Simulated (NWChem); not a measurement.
System: Si2H3OF3; SMILES [SiH](F)(O[SiH2]F)F

NWChem input:

```
start job
memory heap 200 mb stack 700 mb global 900 mb
geometry units angstroms noautosym nocenter noautoz
  Si     0.262664    -1.741557    -0.489295
  F     -0.760107    -2.545870     0.454167
  O      0.538660    -0.255237     0.169891
  Si    -0.043730     1.239939     0.442491
  F      0.850642     2.301112    -0.347359
  F     -1.527906     1.343039    -0.144050
  H      1.549876    -2.464866    -0.513001
  H     -0.353795    -1.596368    -1.825858
  H     -0.037538     1.559498     1.873465
end
basis spherical
  Si library 6-31g*
  F library 6-31g*
  O library 6-31g*
  H library 6-31g*
end
dft
  xc m05-2x
  iterations 150
end
cosmo
  do_cosmo_smd true
  solvent etoac
end
task dft energy
```

Output (shortened):

```
             Northwest Computational Chemistry Package (NWChem) 7.3.0
             --------------------------------------------------------

                             Geometry "geometry" -> ""
                             -------------------------

 Output coordinates in angstroms (scale by  1.889725989 to convert to a.u.)

  No.       Tag          Charge          X              Y              Z
 ---- ---------------- ---------- -------------- -------------- --------------
    1 Si                  14.0000     0.26266400    -1.74155700    -0.48929500
    2 F                    9.0000    -0.76010700    -2.54587000     0.45416700
    3 O                    8.0000     0.53866000    -0.25523700     0.16989100
    4 Si                  14.0000    -0.04373000     1.23993900     0.44249100
    5 F                    9.0000     0.85064200     2.30111200    -0.34735900
    6 F                    9.0000    -1.52790600     1.34303900    -0.14405000
    7 H                    1.0000     1.54987600    -2.46486600    -0.51300100
    8 H                    1.0000    -0.35379500    -1.59636800    -1.82585800
    9 H                    1.0000    -0.03753800     1.55949800     1.87346500

 Effective nuclear repulsion energy (a.u.)     400.7693329138

                                 NWChem DFT Module
                                 -----------------

 Summary of "ao basis" -> "ao basis" (spherical)
 ------------------------------------------------------------------------------
       Tag                 Description            Shells   Functions and Types
 ---------------- ------------------------------  ------  ---------------------
 Si                          6-31g*                  8       18   4s3p1d
 F                           6-31g*                  6       14   3s2p1d
 O                           6-31g*                  6       14   3s2p1d
 H                           6-31g*                  2        2   2s

 in cosmo_initialize ...
 calling solv_data for solv:etoac

 solvent parameters
 solvname_short: etoac
 solvname_long:  ethyl acetate
 dielec:        5.9867
 dielecinf:     1.8832
 nonaqueous SMD model solvent descriptors
 dielec:        5.9867
 sola:          0.0000
 solb:          0.4500
 solc:          0.0000
 solg:         33.6700
 solh:          0.0000
 soln:          1.3723

[...]

                                COSMO-SMD solvation results
                                ---------------------------

             internal energy in gas <Psi(g)|H|Psi(g)> =      -955.735337262116
         internal energy in solvent <Psi(s)|H|Psi(s)> =      -955.735034448570
                               delta internal energy  =         0.000302813547 (    0.19 kcal/mol)
   total free energy in solvent <Psi(s)|H+V/2|Psi(s)> =      -955.739356774549
 polarization energy contribution <Psi(s)|V/2|Psi(s)> =        -0.004322325979 (   -2.71 kcal/mol)
    total free energy in solvent including G(SMD-CDS) =      -955.739016802461
                       G(SMD-CDS) energy contribution =         0.000339972089 (    0.21 kcal/mol)
     1 M fixed-concentration free energy of solvation =        -0.003679540344 (   -2.31 kcal/mol)

                       DFT Final Molecular Orbital Analysis
                       ------------------------------------

 Vector   31  Occ=2.000000D+00  E=-4.666253D-01
              MO Center=  2.2D-01,  2.6D-02,  2.9D-01, r^2= 3.1D+00
   Bfn.  Coefficient  Atom+Function         Bfn.  Coefficient  Atom+Function
  ----- ------------  ---------------      ----- ------------  ---------------
    35      0.388569  3 O  px                39      0.295023  3 O  px
    22      0.223443  2 F  py                36      0.213712  3 O  py
    26      0.159955  2 F  py                37     -0.159142  3 O  pz
    68      0.150879  5 F  py                55     -0.148440  4 Si pz
    98     -0.148988  9 H  s                 40      0.142797  3 O  py

 Vector   32  Occ=2.000000D+00  E=-4.341160D-01
              MO Center=  2.3D-01,  4.7D-01,  6.8D-01, r^2= 3.7D+00
   Bfn.  Coefficient  Atom+Function         Bfn.  Coefficient  Atom+Function
  ----- ------------  ---------------      ----- ------------  ---------------
    37      0.343319  3 O  pz                98     -0.302745  9 H  s
    41      0.262564  3 O  pz                97     -0.229243  9 H  s
    55     -0.212644  4 Si pz                35     -0.168601  3 O  px
    69      0.148837  5 F  pz                39     -0.128416  3 O  px
    83      0.121673  6 F  pz                52     -0.114878  4 Si s

 Vector   33  Occ=2.000000D+00  E=-3.953565D-01
              MO Center=  4.0D-01, -1.6D+00, -7.6D-01, r^2= 2.8D+00
   Bfn.  Coefficient  Atom+Function         Bfn.  Coefficient  Atom+Function
  ----- ------------  ---------------      ----- ------------  ---------------
    96     -0.321285  8 H  s                 94      0.293703  7 H  s
     7      0.256355  1 Si px                95     -0.232069  8 H  s
    93      0.214402  7 H  s                 35     -0.197847  3 O  px
     9      0.188860  1 Si pz                37     -0.181456  3 O  pz
    39     -0.159138  3 O  px                41     -0.148175  3 O  pz

 Vector   34  Occ=0.000000D+00  E= 7.592908D-02
              MO Center=  3.8D-01, -1.6D+00, -6.8D-01, r^2= 4.6D+00
   Bfn.  Coefficient  Atom+Function         Bfn.  Coefficient  Atom+Function
  ----- ------------  ---------------      ----- ------------  ---------------
    12      0.932047  1 Si py                38     -0.616072  3 O  s
    11      0.396573  1 Si px                24      0.308997  2 F  s
     8      0.291621  1 Si py                10      0.188232  1 Si s
    41      0.151426  3 O  pz                 7      0.148819  1 Si px
    98     -0.147509  9 H  s                 52      0.122070  4 Si s

[...]
```

Level: M05-2X/6-31G* (spherical d), SMD on the gas-phase geometry. The geometry was optimised at B3LYP/6-31G* (spherical d). Solvent: ethyl acetate.
